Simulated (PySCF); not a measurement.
CH7F2NSi2, SMILES C(N)([SiH2]F)[SiH2]F. Atoms are numbered in the order given.

```xyz
13

N      0.9098    -1.5526     0.1115
C      0.4218    -0.2857    -0.4854
Si     1.3157     1.2087     0.2217
F      0.9770     1.1958     1.8219
Si    -1.4528    -0.2593    -0.3296
F     -2.1040    -1.3269    -1.3710
H      0.8241    -1.5091     1.1285
H      1.9022    -1.6917    -0.0853
H      0.5897    -0.3150    -1.5817
H      0.8908     2.5295    -0.3253
H      2.7895     1.0200     0.0816
H     -1.9781     1.0906    -0.6819
H     -1.8545    -0.6532     1.0478
```

The structure is a stationary point at r2SCAN-D4/def2-SVP. This is a generated structure with no PubChem entry under its InChIKey; it may be hypothetical. One conformer was computed; it need not be the lowest.

Two levels are set side by side: PBE/pcSseg-1 (PySCF) and PBE0/pcSseg-1 (PySCF). GIAO shifts against CFCl3 (¹⁹F), NH3 (¹⁵N), TMS (²⁹Si), TMS (¹H), TMS (¹³C) at the same level; non-relativistic, no solvent, atoms listed together averaged. Differences are taken from unrounded values.

```json
[
 {"quantity": "δ(¹⁵N) of N1 (ppm)", "PBE0": "21.7", "PBE": "28.5", "PBE minus PBE0": "6.8"},
 {"quantity": "δ(¹³C) of C2 (ppm)", "PBE0": "37.1", "PBE": "41.8", "PBE minus PBE0": "4.7"},
 {"quantity": "δ(¹H) of H9 (ppm)", "PBE0": "2.25", "PBE": "2.47", "PBE minus PBE0": "0.22"}
]
```

Rough cost on one machine, each run with all the roots and properties that it gave: PBE0 against PBE within a factor of 2.
